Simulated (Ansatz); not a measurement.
Species: cyclobuten-1-yloxysilane, C$_{4}$H$_{8}$OSi, charge 0, multiplicity 1. SMILES: [SiH3]OC1=CCC1
Structure (B3LYP-D3(BJ)/def2-TZVP (Ansatz, a program for electronic structure) minimum search):
```xyz
14

Si     2.1469    -0.1226     0.1047
O      0.7797     0.5672    -0.5374
C     -0.4959     0.2519    -0.2330
C     -1.6723     0.7248    -0.6528
C     -2.4552    -0.2313     0.2317
C     -1.0663    -0.7780     0.7165
H      3.2743     0.5595    -0.5556
H      2.1800    -1.5765    -0.1754
H      2.1980     0.0840     1.5703
H     -1.9676     1.4920    -1.3529
H     -3.0508     0.2293     1.0224
H     -3.0657    -0.9718    -0.2888
H     -0.8547    -0.6200     1.7762
H     -0.8696    -1.8218     0.4631
```

Computed values are from Ansatz. Correlated levels leave the core frozen unless marked. Open shells are spin-unrestricted. Spin-orbit coupling is left out. No relativistic terms. CBS marks a two-point X^-3 extrapolation of the correlation energy; Hartree-Fock from the larger set.

### Question
What is the total energy at CCSD(T)/CBS(cc-pV(T+d)Z,cc-pV(Q+d)Z)?

### Answer
-521.2306 Eh.

### Question
What is the T1 diagnostic at CCSD/cc-pV(Q+d)Z?

### Answer
0.012.

### Question
What is the atomisation energy De at CCSD(T)/CBS(cc-pV(T+d)Z,cc-pV(Q+d)Z)?

### Answer
1336.4 kcal/mol.

### Question
What is the dipole moment at CCSD(T)/aug-cc-pV(D+d)Z?

### Answer
0.98 D.
